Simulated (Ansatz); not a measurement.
`NN([SiH3])[SiH3]` + `[NH2][AlH2]` → `[AlH2][NH][SiH3]` + `NN[SiH3]` at 500 K and 1 bar (ligand exchange at the Si–N bond).

Calculated with Ansatz (gas phase, PBE0-D4/def2-TZVP geometries, no zero-point term in ΔE). CBS: MP2 limit from def2 TZ/QZ plus the TZ coupled-cluster correction, frozen cores. This one scheme is used for every species. Each species was taken in one conformer, which may not be the lowest.

```tsv
species	CCSD(T)/CBS energy (Eh)	H − E (kJ/mol)	S (J/(mol·K))
`NN([SiH3])[SiH3]`	-692.36045	268.9	415.9
`[NH2][AlH2]`	-299.14566	129.9	289.4
`[AlH2][NH][SiH3]`	-589.44550	184.4	371.1
`NN[SiH3]`	-402.05945	215.4	352.3
```

H − E and S are ideal-gas, rigid-rotor, harmonic terms from PBE0-D4/def2-TZVP, for one conformer and one mirror image of each species. 1 Eh = 2625.50 kJ/mol, R = 8.31446 J/(mol·K).

Question: By hand: ΔE, ΔH, ΔS and ΔG.

Answer: ΔE = (-589.44550) + (-402.05945) − (-692.36045) − (-299.14566) = 0.00116 Eh = 3.0 kJ/mol. Δ(H − E) = 184.4 + 215.4 − 268.9 − 129.9 = 1.0, so ΔH = 4.0 kJ/mol. ΔS = 371.1 + 352.3 − 415.9 − 289.4 = 18.1 J/(mol·K). ΔG = 4.0 − 500 × (18.1)/1000 = -5.1 kJ/mol.

Question: By hand: the equilibrium constant, and the temperature at which ΔG would vanish if ΔH and ΔS stayed fixed.

Answer: log₁₀ K = −ΔG/(RT ln 10) = 0.5. ΔG = 0 at ΔH/ΔS = 221 K, though so small a ΔH makes that figure unsure.

TΔS isn't small against ΔH here. The sign of ΔG lies within the doubt. A doubt of 5 kJ/mol in ΔE shifts log₁₀ K by 0.5 here. Other conformers and mirror images would add mixing entropy, several J/(mol·K) or more a flexible species. These are equilibria of isolated gas molecules and say nothing of rates. Largest T1 diagnostic: 0.011 (customary marks: 0.02 for closed shells, 0.045 for open ones).
